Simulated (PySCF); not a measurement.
# Electron correlation in Er (erbium, neutral)

[Xe] 4f12 6s2, one real determinant. All numbers are calculated (PySCF 2.14, scalar relativity by spin-free X2C-1e, in cc-pVDZ-X2C (8s7p5d3f1g, 84 functions)). Frozen: [Kr] 4d10; 22 electrons correlated.

| level | correlation energy (mhartree) |
| --- | --- |
| CCSD | -787.55 |
| (T) | -32.20 |
| CCSD(T) | -819.75 |

Diagnostics: T1 = 0.023, D1 = 0.0737, largest double amplitude 0.091.

The real determinant used has ⟨L²⟩ near 24 against 30 for a pure H term, so it mixes terms. Spin-orbit coupling, absent here, splits the open shell strongly.

Cost of the coupled-cluster step: about 90 core-seconds, for 22 correlated electrons.

The reference is one real determinant that mixes LS terms of this configuration.
